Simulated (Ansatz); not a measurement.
`N[SiH](O)F` and `O[SiH](F)[AlH2]` differ in one atom or group.

Ansatz, PBE0-D4/def2-TZVP geometries, multiplicity 1. Each molecule was computed in one conformer, which needn't be the lowest.

| property | `N[SiH](O)F` |
| --- | --- |
| size of the dipole moment (ωB97M-V/def2-TZVPP) / D | 2.55 |
| size of the dipole moment (B3LYP/def2-TZVPP) / D | 2.54 |
| size of the dipole moment (PBE/def2-TZVPP) / D | 2.51 |
| HOMO energy (PBE0/def2-TZVPP) / eV | -7.95 |
| zero-point energy (PBE0-D4/def2-TZVP) / kJ/mol | 138.0 |
| ideal-gas entropy at 298 K and 1 bar (rigid rotor, harmonic PBE0-D4/def2-TZVP) / J/(mol·K) | 308 |

**Question.** Give the same properties after the change, and the shifts. (Estimate.)

**Answer.** The calculation gave: 
| property | `O[SiH](F)[AlH2]` | shift |
| --- | --- | --- |
| size of the dipole moment (ωB97M-V/def2-TZVPP) / D | 1.30 | -1.25 |
| size of the dipole moment (B3LYP/def2-TZVPP) / D | 1.32 | -1.22 |
| size of the dipole moment (PBE/def2-TZVPP) / D | 1.27 | -1.24 |
| HOMO energy (PBE0/def2-TZVPP) / eV | -7.56 | 0.39 |
| zero-point energy (PBE0-D4/def2-TZVP) / kJ/mol | 103.2 | -34.8 |
| ideal-gas entropy at 298 K and 1 bar (rigid rotor, harmonic PBE0-D4/def2-TZVP) / J/(mol·K) | 346 | 38 |

With PBE0 the HOMO rises by 0.39 eV and the LUMO falls by 2.97 eV, so the gap narrows by about 3.36 eV. PBE moves the HOMO by 0.06 eV and ωB97M-V by 0.76 eV. Dipoles are sizes alone; their direction can turn. Modes under 60 cm⁻¹, often nearly free rotors, make the harmonic entropy too high.

B3LYP here is the variant with VWN-RPA as its local correlation; programs differ in this.
